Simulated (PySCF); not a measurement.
Compound: C₃F₆O.
Bonds: O1–C2 (double), C2–C3, C3–F4, C3–F5, C3–F6, C2–C7, C7–F8, C7–F9, C7–F10.

The geometry is computed with GFN2-xTB (gas phase).

Task: List the bond lengths, angles and torsions at this level.

Result: 
| bond | length (pm) |
| --- | --- |
| O1=C2 | 118.5 |
| C2–C3, C2–C7 | 156.0 |
| C3–F4 and 5 like bonds | 133.1 |

Bonds in one row agree within 1 pm and their mean is given. A selection of angles:
| angle | degrees |
| --- | --- |
| O1–C2–C3 | 123.5 |
| C3–C2–C7 | 113.0 |
| C2–C3–F4 | 110.8 |
| C2–C3–F5 | 109.9 |
| F4–C3–F5 | 108.2 |

Torsions: O1–C2–C3–F4 -19° (synperiplanar); O1–C2–C7–F8 100° (anticlinal). The mirror-image conformer, all signs reversed, is as good.

Of the pairs four or more bonds apart, F5···F10 is among the closest relative to their van der Waals radii: 2.85 Å, 97 % of the sum of Bondi's values.

Point group: C2 (every atom within 0.08 Å of its image). No frequency check.
